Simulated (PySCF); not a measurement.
Computed shifts of a molecule C2H7FOSi, PBE/pcSseg-1 run with PySCF, GIAO, gas phase, atoms alike by connectivity averaged where their shifts nearly agree, in ppm (number of nuclei): ¹³C: 63.3 (1), -1.9 (1). ²⁹Si: 27.3 (1). ¹⁹F: -231.5 (1). ¹H: 5.76 (1), 4.22 (1), 3.77 (1), 0.43 (3), 0.00 (1). References: ¹³C against TMS (σ = 182.0 ppm); ²⁹Si against TMS (σ = 335.4 ppm); ¹⁹F against CFCl3 (σ = 133.6 ppm); ¹⁷O against H2O (σ = 334.3 ppm); ¹H against TMS (σ = 31.49 ppm), references at their B3LYP-D3(BJ)/def2-TZVP geometries, non-relativistic. Geometry: PBE0-D3(BJ)/def2-SVP. One conformer was computed; it need not be the lowest.

### Question
Which molecule gave these data?
(A) C[Si@H](F)CO
(B) CO[SiH2]CF
(C) CO[Si@H](C)F
(D) C[C@@H](O)[SiH2]F

### Answer
A, C[Si@H](F)CO
